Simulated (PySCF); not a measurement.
**`C=C[C@H]1[C@@H](C)[Se][C@@H]1F`, C6H9FSe**

Geometry:
```tsv
atom	x (Å)	y (Å)	z (Å)
C1	-1.931	-1.040	-1.142
C2	-0.847	-0.305	-0.969
C3	-0.517	0.403	0.303
C4	0.678	-0.155	1.111
C5	1.745	-0.868	0.310
Se6	1.247	1.689	1.681
C7	-0.017	1.837	0.145
F8	-0.973	2.787	0.282
H9	-2.135	-1.542	-2.072
H10	-2.660	-1.169	-0.360
H11	-0.131	-0.188	-1.772
H12	-1.400	0.427	0.949
H13	0.374	-0.758	1.969
H14	2.122	-0.238	-0.494
H15	2.579	-1.133	0.956
H16	1.334	-1.780	-0.122
H17	0.523	2.045	-0.785
```

Method used: TDDFT B3LYP/def2-SVPD circular dichroism and optical rotation, one conformer, gas phase in PySCF. Geometry: GFN2-xTB.

The molecule is flexible and this is one conformer; a measurement averages over conformers. The calculation is non-relativistic, which matters for the atoms heavier than Zn. States above about 6.2 eV (minus the energy of the highest occupied orbital) lie near or above the ionisation threshold and depend on the basis. Singlets 5 and 6 lie within 0.01 eV of each other, so their separate moments and overlaps can depend on how they mix.

Task: Draw the ECD and absorption spectra from the lowest 16 states, each a Gaussian of half-width 0.35 eV at 1/e height.

Result: 
```tsv
E (eV)	λ (nm)	Δε (L mol⁻¹ cm⁻¹)	ε (L mol⁻¹ cm⁻¹)
3.23	383	+0.17	0.361
3.38	366	+0.47	1.02
3.53	351	+0.92	2
3.68	337	+1.25	2.72
3.83	323	+1.17	2.56
3.98	311	+0.76	1.67
4.13	300	+0.34	0.756
4.28	289	+0.11	0.294
4.43	280	+0.02	0.628
4.58	271	-0.04	3.95
4.73	262	-0.19	19.2
4.88	254	-0.64	70.3
5.03	246	-1.47	213
5.18	239	-2.21	609
5.33	232	-1.33	1680
5.48	226	+3.18	3980
5.63	220	+10.99	7370
5.78	214	+17.14	10100
5.93	209	+16.14	10000
6.08	204	+8.34	7360
6.23	199	-1.95	4590
6.38	194	-11.89	3530
6.53	190	-19.53	3940
6.68	186	-21.34	4960
6.83	181	-13.80	6460
6.98	178	+2.79	8470
7.13	174	+21.28	9810
```
Δε uses R in velocity form, ε uses f in length form. Only the states computed contribute, so the short-wavelength end is incomplete.
